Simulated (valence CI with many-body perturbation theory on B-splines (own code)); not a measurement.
**Ba VIII: calculation against measured levels**

Level of theory: relativistic CI+MBPT: three valence electrons over a frozen Dirac-Fock core [Kr] 4d10, radial functions for each j: 7 s, 7 p, 7 d, 7 f, 4 g, 2 h, with the one-electron correlation potential Σ1 (screened to all orders), the two-electron term Σ2, the three-electron term Σ3, Breit, model QED; selected single and double excitations, second order for the rest, scaled by the run's own slope (own B-spline code, finite nucleus).

Against 62 measured levels this calculation errs by 1061 cm⁻¹ on average and by 3801 at most. These come from a selection out of Sansonetti and Curry, J. Phys. Chem. Ref. Data 39, 043103 (2010). Levels without a partner in it may be off by more, other configurations by several thousand cm⁻¹. 7 measured levels below the end of the list, from 249919 cm⁻¹ on, found no clear computed partner, and computed levels of the same name lie up to 8910 cm⁻¹ from them.

Measured levels: Sansonetti and Curry, J. Phys. Chem. Ref. Data 39, 043103 (2010). Pairs share parity and J, and are chosen by configuration, term and nearness in energy; levels without a clear partner are left out. Energies in cm⁻¹ above the measured ground level.

Names give the largest LS component (configuration and term), which can be under half, so a name can repeat, a term be missing and a line seem to break the LS rules; names also repeat where a configuration has a term twice. Letters in brackets count levels of one name in rising energy.

```
    Computed label  Label in the source  Measured  Computed  Difference
     5s²5p ²P°_1/2           5s2 5p 2P°         0       0.0           0
     5s²5p ²P°_3/2           5s2 5p 2P°     23592   23596.5          +4
      5s5p² ⁴P_1/2            5s 5p2 4P    115922  115646.0        -276
      5s5p² ⁴P_3/2            5s 5p2 4P    128550  128264.0        -286
     4f5s² ²F°_5/2           5s2 4f 2F°    137385  137741.1        +356
      5s5p² ⁴P_5/2            5s 5p2 4P    137739  137482.5        -257
     4f5s² ²F°_7/2           5s2 4f 2F°    138675  139044.4        +369
      5s5p² ²D_3/2            5s 5p2 2D    157727  157678.0         -49
      5s5p² ²D_5/2            5s 5p2 2D    165778  165658.8        -119
      5s5p² ²P_1/2            5s 5p2 2P    174563  174986.1        +423
      5s5p² ²S_1/2            5s 5p2 2S    199015  199264.9        +250
      5s5p² ²P_3/2            5s 5p2 2P    200220  200754.3        +534
      5s²5d ²D_3/2            5s2 5d 2D    230416  230948.2        +532
      5s²5d ²D_5/2            5s2 5d 2D    234064  234615.8        +552
     4f5s5p ⁴G_5/2     5s 5p(3P°) 4f 4G    243636  244765.5       +1129
     4f5s5p ⁴F_7/2     5s 5p(3P°) 4f 4G    245873  246652.1        +779
     4f5s5p ⁴F_3/2     5s 5p(3P°) 4f 4F    250399  250224.5        -175
     4f5s5p ⁴F_5/2     5s 5p(3P°) 4f 4F    250871  250734.8        -136
     4f5s5p ⁴F_9/2     5s 5p(3P°) 4f 4F    250909  251068.5        +159
 4f5s5p ²F_5/2 [a]     5s 5p(3P°) 4f 2F    257721  257945.5        +224
     4f5s5p ⁴D_7/2     5s 5p(3P°) 4f 4F    269368  268564.2        -804
     4f5s5p ⁴D_5/2     5s 5p(3P°) 4f 4D    272237  271579.4        -658
     4f5s5p ⁴D_3/2     5s 5p(3P°) 4f 4D    274837  273993.9        -843
 4f5s5p ²G_7/2 [b]     5s 5p(3P°) 4f 2G    275417  274426.1        -991
     4f5s5p ⁴D_1/2     5s 5p(3P°) 4f 4D    275994  275360.5        -633
 4f5s5p ²D_5/2 [a]     5s 5p(3P°) 4f 2D    281118  281408.7        +291
 4f5s5p ²G_9/2 [a]     5s 5p(3P°) 4f 2G    284034  282986.1       -1048
   5p³ ⁴S°_3/2 [a]              5p3 2D°    288845  288973.8        +129
 4f5s5p ²D_3/2 [a]     5s 5p(3P°) 4f 2D    289185  289576.7        +392
 4f5s5p ²F_5/2 [b]     5s 5p(1P°) 4f 2F    299380  299869.0        +489
 4f5s5p ²F_7/2 [b]     5s 5p(1P°) 4f 2F    300662  300968.2        +306
   5p³ ⁴S°_3/2 [b]              5p3 4S°    302663  302323.1        -340
       5p³ ²D°_5/2              5p3 2D°    304207  304133.5         -73
 4f5s5p ²G_7/2 [c]     5s 5p(1P°) 4f 2G    305109  306012.9        +904
 4f5s5p ²G_9/2 [b]     5s 5p(1P°) 4f 2G    305192  306128.3        +936
 4f5s5p ²D_3/2 [b]     5s 5p(1P°) 4f 2D    311771  312697.9        +927
 4f5s5p ²D_5/2 [b]     5s 5p(1P°) 4f 2D    313718  314642.6        +925
      5s²6s ²S_1/2            5s2 6s 2S    326361  327484.0       +1123
       5p³ ²P°_1/2              5p3 2P°    326500  326190.1        -310
    5s5p5d ⁴F°_3/2    5s 5p(3P°) 5d 4F°    326769  329826.8       +3058
    5s5p5d ⁴F°_5/2    5s 5p(3P°) 5d 4F°    330877  334411.4       +3534
       5p³ ²P°_3/2              5p3 2P°    338604  338641.4         +37
    5s5p5d ⁴F°_7/2    5s 5p(3P°) 5d 4F°    338839  341686.4       +2847
    5s5p5d ⁴P°_5/2    5s 5p(3P°) 5d 4P°    346114  347885.7       +1772
    5s5p5d ⁴D°_3/2    5s 5p(3P°) 5d 4D°    348042  349793.6       +1752
    5s5p5d ⁴D°_1/2    5s 5p(3P°) 5d 4D°    349103  350292.1       +1189
5s5p5d ²D°_3/2 [a]    5s 5p(3P°) 5d 2D°    361250  362749.5       +1500
    5s5p5d ⁴D°_7/2    5s 5p(3P°) 5d 4D°    364211  365187.4        +976
    5s5p5d ⁴D°_5/2    5s 5p(3P°) 5d 4D°    364946  366050.9       +1105
    5s5p5d ⁴P°_1/2    5s 5p(3P°) 5d 4P°    365830  366826.4        +996
    5s5p5d ⁴P°_3/2    5s 5p(3P°) 5d 4P°    366749  367336.1        +587
     5s²6p ²P°_1/2           5s2 6p 2P°    378471  380935.1       +2464
5s5p5d ²F°_7/2 [a]    5s 5p(3P°) 5d 2F°    382024  383608.6       +1585
 5s²6p ²P°_3/2 [b]           5s2 6p 2P°    388820  391352.5       +2532
5s5p5d ²F°_7/2 [b]    5s 5p(1P°) 5d 2F°    396547  398610.9       +2064
5s5p5d ²F°_5/2 [b]    5s 5p(1P°) 5d 2F°    397433  399187.0       +1754
5s5p5d ²P°_1/2 [a]    5s 5p(3P°) 5d 2P°    397828  399543.4       +1715
5s5p5d ²P°_1/2 [b]    5s 5p(1P°) 5d 2P°    403267  406105.5       +2838
    5s5p5d ²P°_3/2    5s 5p(1P°) 5d 2P°    407558  410872.7       +3315
     5s²5f ²F°_5/2           5s2 5f 2F°    439252  442946.9       +3695
```

The table shows the lowest 60 pairs. Over 62 excited levels the mean absolute difference is 1061 cm⁻¹, the median 816 and the largest 3801. The comparison draws on a selection of the measured levels: 63 of the 222 computed ones have a partner in it, and others may be off by more.

These 7 measured levels below the end of the computed list are not counted above. Beside each stands the unpaired computed level of its name, or else the nearest of its J and parity; the gap is either an error of the method or a doubtful assignment.

```
Label in the source    J  Measured      Unpaired level  Computed
   5s 5p(3P°) 4f 4D  7/2    249919   4f5s5p ²F_7/2 [a]    250827
   5s 5p(3P°) 4f 2F  7/2    259737   4f5s5p ²F_7/2 [a]    250827
  5s 5p(3P°) 5d 2F°  5/2    358624  5s5p5d ²F°_5/2 [a]    360359
  5s 5p(3P°) 5d 2D°  5/2    371338  5s5p5d ²D°_5/2 [a]    372766
  5s 5p(3P°) 5d 2P°  3/2    385445   5s²6p ²P°_3/2 [a]    386917
  5s 5p(1P°) 5d 2D°  3/2    401393  5s5p5d ²D°_3/2 [b]    402984
  5s 5p(1P°) 5d 2D°  5/2    403463  5s5p5d ²D°_5/2 [b]    404310
```
